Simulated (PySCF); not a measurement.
## Which determinant of NaI lies lowest?

Unrestricted PBE0; Na cc-pVTZ, I cc-pVTZ-PP with ECP28; scalar-relativistic core potentials (PySCF 2.14). Outer shells of the fragments: Na 3s1; I 4d10 5s2 5p5.

Followed along the bond (rough minima from three points):

| 2Ms+1 | unpaired | ⟨S²⟩ at the start | R at minimum (Å) | Te (eV) |
| --- | --- | --- | --- | --- |
| 1 | none | 0.00 | 2.73 | 0.00 |
| 3 | σ ↑, π ↑ | 2.00 | none in the scan | ≤ 3.33 |

Solutions found at the starting distance of 2.885 Å, counted from the lowest of them; the search is not exhaustive and high or unbound solutions are not listed, so other states can lie among these:

```json
{"2Ms+1": "1", "unpaired": "none", "term": "¹Σ⁺", "E (eV)": "0.00", "⟨S²⟩": "0.00", "⟨Lz²⟩": "0.00", "μ (D)": "-9.54"}
{"2Ms+1": "3", "unpaired": "σ ↑, π ↑", "term": "³Π", "E (eV)": "3.41", "⟨S²⟩": "2.00", "⟨Lz²⟩": "1.01", "μ (D)": "3.02"}
{"2Ms+1": "1", "unpaired": "σ ↑, π ↓", "term": "mixed", "E (eV)": "3.43", "⟨S²⟩": "1.00", "⟨Lz²⟩": "1.01", "μ (D)": "3.17"}
{"2Ms+1": "3", "unpaired": "σ ↑↑", "term": "³Σ⁺", "E (eV)": "3.74", "⟨S²⟩": "2.00", "⟨Lz²⟩": "0.00", "μ (D)": "2.77"}
{"2Ms+1": "3", "unpaired": "π ↑↑", "term": "mixed", "E (eV)": "4.87", "⟨S²⟩": "2.00", "⟨Lz²⟩": "2.01", "μ (D)": "1.40"}
{"2Ms+1": "3", "unpaired": "π ↑↑", "term": "mixed", "E (eV)": "4.97", "⟨S²⟩": "2.00", "⟨Lz²⟩": "2.01", "μ (D)": "1.83"}
```

A term symbol is given only where ⟨S²⟩ and ⟨Lz²⟩ are close to those of a pure state; real π, δ and φ orbitals otherwise mix terms. A positive dipole means Na(−)I(+).

Spin–orbit coupling is left out. Counting both spins, an empty level lies below a filled one in some of these solutions, because spin and occupation are held.
